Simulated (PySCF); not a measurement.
Isomers of C6H9BO2, mass 124.070 u with the commonest isotopes. Method used: PBE0-D3(BJ)/def2-SVP geometry optimisation, gas phase (PySCF 2.14.0). One conformer each, none proved a minimum here; rigid rotors.

Task: Order these by out-of-plane moment Σ m c² = (Ia + Ib − Ic)/2, smallest first.
A. `[BH2-:1]1[O:2][CH:3]=[C:4]([CH:5]2[CH2:6][CH2:7]2)[CH:8]=[O+:9]1` with C3–C4–C5–C6 145°
B. `[CH:1]#[C:2][B:3]1[O:4][CH2:5][CH2:6][C@@H:7]([CH3:8])[O:9]1` with C2–B3–O4–C5 179°, B3–O4–C5–C6 -27°, O4–C5–C6–C7 53°, C5–C6–C7–C8 -174°
C. `[CH2:1]=[CH:2][CH2:3][B@H-:4]1[O:5][CH:6]=[CH:7][CH:8]=[O+:9]1` with C1–C2–C3–B4 -102°, C2–C3–B4–O5 -59°, C3–B4–O5–C6 99°, B4–O5–C6–C7 7°, C6–C7–C8–O9 -4°, C3–B4–O9–C8 -98°
D. `[CH2:1]=[CH:2][CH2:3][C:4]1=[O+:5][BH2-:6][O:7][CH:8]=[CH:9]1` with C1–C2–C3–C4 117°, C2–C3–C4–O5 154°, C4–O5–B6–O7 -38°, O5–B6–O7–C8 38°, B6–O7–C8–C9 -14°, C3–C4–C9–C8 -161°

Result: B (12.37 u·Å²), D (13.85 u·Å²), A (22.10 u·Å²), C (86.28 u·Å²).

Task: Order these by radius of gyration √(Σ m r²/M), smallest first.
A. `[CH:1]#[C:2][B:3]1[O:4][CH2:5][CH2:6][C@@H:7]([CH3:8])[O:9]1` with C2–B3–O4–C5 179°, B3–O4–C5–C6 -27°, O4–C5–C6–C7 53°, C5–C6–C7–C8 -174°
B. `[CH2:1]=[CH:2][CH2:3][C:4]1=[O+:5][BH2-:6][O:7][CH:8]=[CH:9]1` with C1–C2–C3–C4 117°, C2–C3–C4–O5 154°, C4–O5–B6–O7 -38°, O5–B6–O7–C8 38°, B6–O7–C8–C9 -14°, C3–C4–C9–C8 -161°
C. `[BH2-:1]1[O:2][CH:3]=[C:4]([CH:5]2[CH2:6][CH2:7]2)[CH:8]=[O+:9]1` with C3–C4–C5–C6 145°
D. `[CH2:1]=[CH:2][CH2:3][B@H-:4]1[O:5][CH:6]=[CH:7][CH:8]=[O+:9]1` with C1–C2–C3–B4 -102°, C2–C3–B4–O5 -59°, C3–B4–O5–C6 99°, B4–O5–C6–C7 7°, C6–C7–C8–O9 -4°, C3–B4–O9–C8 -98°

Result: D (1.942 Å), C (2.157 Å), A (2.180 Å), B (2.252 Å).

Task: Order these by dipole moment, largest first.
A. `[CH2:1]=[CH:2][CH2:3][C:4]1=[O+:5][BH2-:6][O:7][CH:8]=[CH:9]1` with C1–C2–C3–C4 117°, C2–C3–C4–O5 154°, C4–O5–B6–O7 -38°, O5–B6–O7–C8 38°, B6–O7–C8–C9 -14°, C3–C4–C9–C8 -161°
B. `[CH2:1]=[CH:2][CH2:3][B@H-:4]1[O:5][CH:6]=[CH:7][CH:8]=[O+:9]1` with C1–C2–C3–B4 -102°, C2–C3–B4–O5 -59°, C3–B4–O5–C6 99°, B4–O5–C6–C7 7°, C6–C7–C8–O9 -4°, C3–B4–O9–C8 -98°
C. `[CH:1]#[C:2][B:3]1[O:4][CH2:5][CH2:6][C@@H:7]([CH3:8])[O:9]1` with C2–B3–O4–C5 179°, B3–O4–C5–C6 -27°, O4–C5–C6–C7 53°, C5–C6–C7–C8 -174°

Result: A (5.00 D), B (4.04 D), C (2.82 D).

```json
{"SMILES": "C#CB1OCC[C@@H](C)O1", "point group": "C1", "Ia (u·Å²)": "177.69", "Ib (u·Å²)": "424.04", "Ic (u·Å²)": "576.99", "κ": "-0.68", "μa (D)": "2.76", "μb (D)": "0.56", "μc (D)": "0.09"}
{"SMILES": "C=CCC1=[O+][BH2-]OC=C1", "point group": "C1", "Ia (u·Å²)": "120.40", "Ib (u·Å²)": "522.76", "Ic (u·Å²)": "615.46", "κ": "-0.91", "μa (D)": "4.22", "μb (D)": "2.58", "μc (D)": "0.72"}
{"SMILES": "[BH2-]1OC=C(C2CC2)C=[O+]1", "point group": "near Cs", "Ia (u·Å²)": "124.46", "Ib (u·Å²)": "474.84", "Ic (u·Å²)": "555.09", "κ": "-0.90", "μa (D)": "4.97", "μb (D)": "0.99", "μc (D)": "0.04"}
{"SMILES": "C=CC[B@H-]1OC=CC=[O+]1", "point group": "C1", "Ia (u·Å²)": "209.42", "Ib (u·Å²)": "344.88", "Ic (u·Å²)": "381.74", "κ": "-0.74", "μa (D)": "2.49", "μb (D)": "2.63", "μc (D)": "1.78"}
```
